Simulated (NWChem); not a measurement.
System: C2H2BrCl; SMILES Cl/C=C\Br

NWChem input:

```
start job
memory heap 200 mb stack 900 mb global 1100 mb
geometry units angstroms noautoz
  Cl     0.560164    -2.095041     0.000000
  C     -0.974400    -1.310607     0.000000
  C     -1.165099     0.021399     0.000000
  Br     0.210356     1.301434     0.000000
  H     -1.838127    -1.993572     0.000000
  H     -2.181567     0.440498     0.000000
end
basis spherical
  * library def2-svp
end
dft
  xc xwpbe 1.00 cpbe96 1.0 hfexch 1.00
  cam 0.3 cam_alpha 0.0 cam_beta 1.0
  iterations 150
  vectors input atomic output neutral.movecs
end
task dft energy
charge 1
dft
  odft
  mult 2
  vectors input atomic output cation.movecs
end
task dft energy
```

Coordinates come from a PBE-D3(BJ)/def2-SVP optimisation.

Ions are spin-unrestricted doublets at the neutral geometry; other ion states weren't tried. Functional: LC-ωPBE (HJS hole) with def2-SVP; the question gives the range parameter ω in 1/bohr.

**Question.** What results follow from this input? (LC-wPBE (HJS exchange hole, range parameter 0.3 per bohr)/def2-SVP, vertical spin-unrestricted ions.) Quantities: vertical ionisation energy, ΔSCF (eV); −ε(HOMO) (eV).

**Answer.** 
```
Item                                   Value
-------------------------------------  -----
vertical ionisation energy, ΔSCF (eV)   9.57
−ε(HOMO) (eV)                           9.33
```
